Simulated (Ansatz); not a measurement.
A CCSD(T) single point on `FC(F)O[C@@H](F)[C@H](F)C(F)F`.

```yaml
crystal:
  periodic: [false, false, false]
  atoms:
    - {symbol: F, position_ang: [-0.508247, -0.735460, -2.527670]}
    - {symbol: C, position_ang: [-0.511637, 0.556099, -2.138857]}
    - {symbol: F, position_ang: [-1.667016, 1.099738, -2.511236]}
    - {symbol: O, position_ang: [-0.468642, 0.635238, -0.767662]}
    - {symbol: C, position_ang: [0.736573, 0.270860, -0.186927]}
    - {symbol: F, position_ang: [1.666741, 1.251314, -0.401540]}
    - {symbol: C, position_ang: [0.490091, 0.144986, 1.303711]}
    - {symbol: F, position_ang: [1.663315, -0.218192, 1.899989]}
    - {symbol: C, position_ang: [-0.580577, -0.884918, 1.617768]}
    - {symbol: F, position_ang: [-0.205537, -2.097480, 1.147894]}
    - {symbol: F, position_ang: [-0.724233, -0.983407, 2.955406]}
    - {symbol: H, position_ang: [0.323402, 1.069932, -2.623474]}
    - {symbol: H, position_ang: [1.134214, -0.657414, -0.608183]}
    - {symbol: H, position_ang: [0.173398, 1.117130, 1.696275]}
    - {symbol: H, position_ang: [-1.543545, -0.619127, 1.173805]}
basis:
  gaussian: {orbitals: def2-TZVPP}
correlation: {method: ccsd_t}
output: {orbitals: {seedname: orbitals}}
```

```sh
$ ansatz run in.yaml --threads 4 --pin off --events-out ev --progress --plain --max-ram 66560MiB --backend cuda --devices 0, --max-vram 37GiB
```

Log, shortened:

```
Functional definition: HF
2573 factors; integrals over basis functions are off by at most 1.2e-3 eV
mean field evaluation 1: about -22460.2257 eV, gradient 5.8e1 eV
mean field evaluation 2: about -22460.7123 eV, gradient 5.9e1 eV
mean field evaluation 4: about -22467.1510 eV, gradient 5.5e0 eV
mean field evaluation 8: about -22467.2496 eV, gradient 4.2e-1 eV
mean field -22467.25018562 eV, -825.6562154725 hartree, gradient 7.5e-6 eV, S^2 0.000000; 0 other end points of the search recorded, 0 dependent functions left out
11 core orbitals not correlated: weight in the atoms' cores, before any rotation towards them, 1.000 or more for the frozen orbitals, at most 0.000 for the correlated occupied ones
reference -22467.25018562 eV, -825.6562154725 hartree; 34, 34 occupied and 352, 352 virtual orbitals, 2573 factors
second order -64.25298227 eV of doubles, -0.00000000 eV of singles
cycle   1  -63.39766661 eV  change    8.6e-1 eV  update   1.6e-1
cycle   2  -64.69945192 eV  change    -1.3e0 eV  update   4.4e-2
cycle   3  -64.99048550 eV  change   -2.9e-1 eV  update   2.1e-2
cycle   4  -64.95368105 eV  change    3.7e-2 eV  update   4.4e-3
cycle   5  -64.94861524 eV  change    5.1e-3 eV  update   1.9e-3
cycle   6  -64.95149248 eV  change   -2.9e-3 eV  update   6.2e-4
cycle   7  -64.95132225 eV  change    1.7e-4 eV  update   2.2e-4
cycle   8  -64.95103192 eV  change    2.9e-4 eV  update   6.7e-5
cycle   9  -64.95103164 eV  change    2.9e-7 eV  update   2.2e-5
perturbative correction -2.19416674 eV, -0.0806341405 hartree
Total energy: -22534.39538400 eV, -828.1237560002 hartree
```

Run time 53 s (4 threads of an AMD EPYC 7R13 on a shared host and a share of an NVIDIA H100 80 GB); peak host memory 0.9 GiB.

MP2 recovers 95.7 % of the CCSD(T) correlation energy and the triples give 3.3 %; T1 = 0.0120.
